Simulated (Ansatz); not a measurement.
Energy difference 3 R1 → P1, each structure at its B3LYP-D3(BJ)/def2-TZVP stationary point, reached from a drawn start (curvature not checked).
R1: OSi (SMILES [O+]#[Si-]), charge 0, multiplicity 1.
P1: O3Si3 (SMILES [o+]1[si-][o+][si-][o+][si-]1), charge 0, multiplicity 1.

P less R. No zero-point or thermal terms.

Correlated levels freeze the cores.

Programs: Ansatz (a program for electronic structure) with Gaussian orbitals. Each number belongs to the level named beside it.

Total energies in hartree:

| structure | PBE/def2-TZVPP | r2SCAN/def2-TZVPP | CCSD(T)/cc-pV(Q+d)Z |
|---|---|---|---|
| R1 | -364.544284 | -364.698361 | -364.230984 |
| P1 | -1093.804345 | -1094.284997 | -1092.878589 |

Problem. Work out the reaction energy at each level in eV (1 hartree = 27.21139 eV), and say how far PBE/def2-TZVPP lies from CCSD(T)/cc-pV(Q+d)Z.

Solution. 
- PBE/def2-TZVPP: (-1093.804345) − 3 × (-364.544284) = -0.171493 hartree = -4.667 eV
- r2SCAN/def2-TZVPP: (-1094.284997) − 3 × (-364.698361) = -0.189914 hartree = -5.168 eV
- CCSD(T)/cc-pV(Q+d)Z: (-1092.878589) − 3 × (-364.230984) = -0.185637 hartree = -5.051 eV
PBE/def2-TZVPP less CCSD(T)/cc-pV(Q+d)Z: 0.384 eV. CCSD(T)/cc-pV(Q+d)Z is the level counted from, the highest shown, and no exact or measured value.
